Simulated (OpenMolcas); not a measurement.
Mo5+ among 5 point charges of -2 e arranged as a square pyramid (C4v), 1.99 Å from the ion, with the axial distance 1.692 Å.

```
Program             : OpenMolcas
Method              : SS-CASPT2, IPEA 0.25 Eh, imaginary shift 0.1 Eh (closed shells correlated: 4s 4p)
Basis               : ANO-RCC-VDZP [6s5p3d1f]
Scalar Hamiltonian  : DKH2, point nucleus
Active space        : 1 electron in 5 orbitals (4d)
State averaging     : 2S+1 = 2 even, 5 roots
Spin-orbit coupling : state interaction with AMFI integrals over the reference wave functions
```

Task: What is the spin-free ground state?

Result: A state of multiplicity 2, 2-fold in its orbital part, 100 % from free-ion D terms; it has the highest spin that d1 allows.

Task: Where is the first state of the same spin?

Result: A 1-fold state lies at 3680 cm-1 above the ground state.

Task: What are the lowest two levels with spin-orbit coupling?

Result: A 2-fold level with g = 0.14, 1.09, 1.09, then a 2-fold level 1230 cm-1 above it. Their leading multiplicities are 2 (100 %) and 2 (100 %).

Task: What is χT at 300 K, and how does it compare with the textbook value?

Result: The lowest level has 2S+1 = 2, for which the spin-only value is χT = S(S+1) / 2 = 0.375 cm3 K/mol (g = 2). The computed 0.124 at 300 K differs by -0.251, through orbital momentum, spin-orbit coupling and any other state in reach.

An orbital doublet at a regular site is open to a Jahn-Teller distortion, which this geometry leaves out. Free-ion shares, where given, are those of the reference states; single-state CASPT2 does not remix them. This is an electrostatic model: the charges have no orbitals. An unlabelled pair can be two single states that coincide in this model. No measured value stands beside these numbers.
